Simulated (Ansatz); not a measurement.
C4H7NSi, SMILES C(#N)/C(C)=C\[SiH3]. Atoms are numbered in the order given.

```xyz
13

C      2.1396    -0.8880     0.7757
C      0.8236    -0.3035     0.3268
C      0.4298     0.9225     0.9765
N      0.1168     1.9094     1.5027
C      0.0174    -0.8406    -0.6156
Si    -1.6310    -0.1249    -1.1901
H      2.1216    -1.1068     1.8560
H      2.9622    -0.1742     0.6057
H      2.3572    -1.8163     0.2297
H      0.3681    -1.7734    -1.0750
H     -2.1764    -1.0225    -2.2469
H     -2.5918    -0.0556    -0.0534
H     -1.4373     1.2420    -1.7499
```

Geometry: B3LYP-D3(BJ)/def2-SVP. The structure was generated by enumeration; whether it is a known compound was not checked.

Two levels are set side by side: PBE-D3(BJ)/def2-SVP (Ansatz, a program for electronic structure) and B3LYP-D3(BJ)/def2-SVP (Ansatz). Each level has its own optimised geometry; the coordinates shown are those of the second. Differences are taken from unrounded values.

| quantity | B3LYP-D3(BJ) |
|---|---|
| mean bond length (Å) | 1.352 |
| bond C1–C2 (Å) | 1.508 |
| bond C2–C3 (Å) | 1.442 |
| bond C2–C5 (Å) | 1.352 |
| bond C3–N4 (Å) | 1.161 |
| bond C5–Si6 (Å) | 1.887 |
| bond C1–H7 (Å) | 1.102 |
| bond C1–H8 (Å) | 1.102 |
| bond C1–H9 (Å) | 1.099 |
| bond C5–H10 (Å) | 1.097 |
| bond Si6–H11 (Å) | 1.490 |
| bond Si6–H12 (Å) | 1.490 |
| bond Si6–H13 (Å) | 1.490 |

Q: What does PBE-D3(BJ) give, and how far is it from B3LYP-D3(BJ)? (The exact figures need the calculation; the answer reports its results.)

A: 
| quantity | PBE-D3(BJ) | PBE-D3(BJ) minus B3LYP-D3(BJ) |
|---|---|---|
| mean bond length (Å) | 1.360 | 0.008 |
| bond C1–C2 (Å) | 1.509 | 0.001 |
| bond C2–C3 (Å) | 1.441 | -0.001 |
| bond C2–C5 (Å) | 1.363 | 0.011 |
| bond C3–N4 (Å) | 1.175 | 0.014 |
| bond C5–Si6 (Å) | 1.890 | 0.003 |
| bond C1–H7 (Å) | 1.110 | 0.007 |
| bond C1–H8 (Å) | 1.110 | 0.007 |
| bond C1–H9 (Å) | 1.106 | 0.007 |
| bond C5–H10 (Å) | 1.105 | 0.008 |
| bond Si6–H11 (Å) | 1.503 | 0.013 |
| bond Si6–H12 (Å) | 1.503 | 0.014 |
| bond Si6–H13 (Å) | 1.503 | 0.014 |

Exact exchange shortens and stiffens bonds; PBE has none. Differences between two approximate levels are no errors against the true value.
